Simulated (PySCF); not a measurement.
PySCF input for Br₃Sb, SMILES [Br][Sb-]([Br])[Br], charge -1, multiplicity 2, PBE-D3(BJ)/def2-SVPD. Coordinates come from a PBE-D3(BJ)/def2-SVPD optimisation. The def2 effective core potentials stand for the cores of Sb; spin–orbit coupling is left out.

```python
import numpy as np
from pyscf import gto, scf, dft, df
from pyscf.hessian import thermo

mol = gto.M(
    atom='''
    Sb    0.00000000   -0.00000000    0.38340418
    Br    0.00000000    2.76157999    0.84404211
    Br    0.00000000    0.00000001   -2.24675887
    Br    0.00000000   -2.76158000    0.84404210
    ''',
    basis='def2-SVPD',
    ecp={'Sb': 'def2-svp'},
    charge=-1,
    spin=1,
    max_memory=1600,
    verbose=3,
)
mf = dft.UKS(mol, xc='pbe').density_fit(auxbasis='def2-universal-jkfit')
mf.disp = 'd3bj'
mf.grids.level = 3
mf.conv_tol = 1e-11
mf.max_cycle = 100
mf.kernel()
fine, coarse = mf.grids, dft.Grids(mol).set(level=1).build(with_non0tab=True)
for _ in range(3):  # follow internal instabilities
    mf.grids = coarse
    mo, _, stable, _ = mf.stability(return_status=True, nroots=4)
    mf.grids = fine
    if stable:
        break
    mf.kernel(mf.make_rdm1(mo, mf.mo_occ))

# [left out here: the lines that compute and print the analytic Hessian (its translational invariance restored by hand, since the grid's response is missing), thermochemistry and intensities]
```

Output:

```

WARN: HOMO -0.574393980695186 >= LUMO -0.574393980695273

converged SCF energy = -7960.85502257357  <S^2> = 0.75263987  2S+1 = 2.0026381
<class 'pyscf.df.df_jk.DFUKS'> wavefunction is stable in the internal stability analysis

WARN: DFTD3 does not support analytical Hessian, using finite difference


WARN: Mole.unit (angstrom) is changed to Bohr

Mode                                 0                   1                   2
Irrep
Freq [cm^-1]                       22.4402             29.6540             53.1804
Reduced mass [au]                  86.3370            102.0228             81.3154
Force const [Dyne/A]                0.0256              0.0529              0.1355
Char temp [K]                      32.2864             42.6655             76.5147
Normal mode                   x     y     z       x     y     z       x     y     z
       0  Sb                 0.00 -0.00  0.04   -0.07  0.00  0.00    0.00  0.02  0.00
       1  Br                -0.00  0.02 -0.06    0.05  0.00 -0.00   -0.00  0.03  0.04
       2  Br                -0.00  0.00  0.05    0.02 -0.00  0.00   -0.00 -0.08  0.00
       3  Br                -0.00 -0.02 -0.06    0.05 -0.00 -0.00   -0.00  0.03 -0.04
Mode                                 3                   4                   5
Irrep
Freq [cm^-1]                      139.9374            165.3261            206.7689
Reduced mass [au]                  80.6259            100.7874             93.4005
Force const [Dyne/A]                0.9302              1.6231              2.3527
Char temp [K]                     201.3388            237.8674            297.4944
Normal mode                   x     y     z       x     y     z       x     y     z
       0  Sb                 0.00 -0.00 -0.01    0.00 -0.07  0.00   -0.00 -0.00 -0.06
       1  Br                -0.00  0.08  0.01   -0.00  0.05  0.00    0.00 -0.01  0.00
       2  Br                -0.00  0.00 -0.00   -0.00  0.01 -0.00    0.00 -0.00  0.08
       3  Br                -0.00 -0.08  0.01   -0.00  0.05 -0.00    0.00  0.01  0.00
temperature 298.1500 [K]
pressure 101325.00 [Pa]
Rotational constants [GHz] 0.94448 0.41467 0.28816
Symmetry number 2
Zero-point energy (ZPE) 0.00141 [Eh]   3692.316 [J/mol]
                           tot       elec      trans        rot        vib
Entropy [J/mol/K]       419.186      5.763    182.206    129.469    101.747
Cv [J/mol/K]             73.369      0.000     12.472     12.472     48.426
Cp [J/mol/K]             81.684      0.000     20.786     12.472     48.426
Internal energy [J/mol]                      3718.434   3718.434  15319.928
Internal energy [Eh]   -7960.84635  -7960.85502
Enthalpy [J/mol]                             6197.391   3718.434  15319.928
Enthalpy [Eh]          -7960.84541
Gibbs free energy [J/mol]                  -48127.441 -34882.629 -15016.085
Gibbs free energy [Eh] -7960.89301
mode   freq/cm-1   IR/(km/mol)
   1       22.44         0.498
   2       29.65         2.653
   3       53.18         1.473
   4      139.94         4.829
   5      165.33       140.317
   6      206.77        30.185
max |gradient| / (hartree/bohr): 2.2798459406164106e-05
APT charges: [ 1.3654 -0.8833 -0.5987 -0.8833]
```

The calculation finished and met its thresholds.
